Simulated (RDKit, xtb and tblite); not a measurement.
Conformational energy of SMILES c1csc([SiH2]c2ccncc2)c1 (C9H9NSSi). Scanned: dihedral S3–C4–Si5–C6 and dihedral C4–Si5–C6–C7; all other coordinates were relaxed at GFN2-xTB. Points at φ and −φ are mirror images. Heavy atoms are numbered in the order of the SMILES c1csc([SiH2]c2ccncc2)c1, hydrogens after them in the order of the atoms that carry them; the mirror image has the same energies with the sign of each dihedral reversed.

- GFN2-xTB (xtb and tblite)
- MMFF94 // GFN2-xTB (RDKit)
- UFF // GFN2-xTB (RDKit)

Energies in kJ/mol at chosen points (x: dihedral S3–C4–Si5–C6 (°); y: dihedral C4–Si5–C6–C7 (°)), relative to x = -120, y = -90:

```
method    (120, 60)  (-90, 180)  (-120, 60)  (180, -120)  (90, -150)  (-30, 150)  (90, -150)
--------  ---------  ----------  ----------  -----------  ----------  ----------  ----------
GFN2-xTB        1.0        -1.8        -0.7         -3.6        -1.2        -1.2        -1.2
MMFF94          1.2         0.7        -1.2         -0.1         1.1         9.7         1.1
UFF             2.3         1.4         0.1          2.8         0.4         1.5         0.4
```

MMFF94 has few fitted parameters for silicon.
